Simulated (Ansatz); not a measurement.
System: BBr2, charge 0, doublet. BBr2 (SMILES Br[B]Br, doublet).
B3LYP-D3(BJ)/def2-TZVP minimum from Ansatz (a program for electronic structure):
```
B
Br 1 1.8889
Br 1 1.8889 2 126.56
```
Charge 0, spin multiplicity 2.

Hartree-Fock and CCSD correlation energies in hartree (Ansatz). UHF or UKS for unpaired electrons; spin-orbit terms are left out. Correlated methods leave the cores frozen (noble-gas shells, and filled d and f shells in the p block). No relativity. Spin-orbit terms, left out, reach several kcal/mol for Br and I, and more for heavier atoms.

```json
[
 {"basis": "cc-pVTZ", "X": "3", "E(HF)": "-5169.62433", "E(corr, CCSD)": "-0.42159"},
 {"basis": "cc-pVQZ", "X": "4", "E(HF)": "-5169.63152", "E(corr, CCSD)": "-0.45924"},
 {"basis": "cc-pV5Z", "X": "5", "E(HF)": "-5169.63230", "E(corr, CCSD)": "withheld"}
]
```

Question: Fit E(corr) = E∞ + A/X³ to X = 3 and 4, predict X = 5, and compare with the run.

Answer: A = (-0.42159 - (-0.45924))/(1/27 - 1/64) = 1.7584; E∞ = -0.45924 - A/64 = -0.48671; at X = 5, E∞ + A/125 = -0.47265. The run gave -0.47226, 0.39 mEh above the prediction. The same form on X = 4 and 5 gives E∞ = -0.48592, 0.79 mEh above the first estimate.
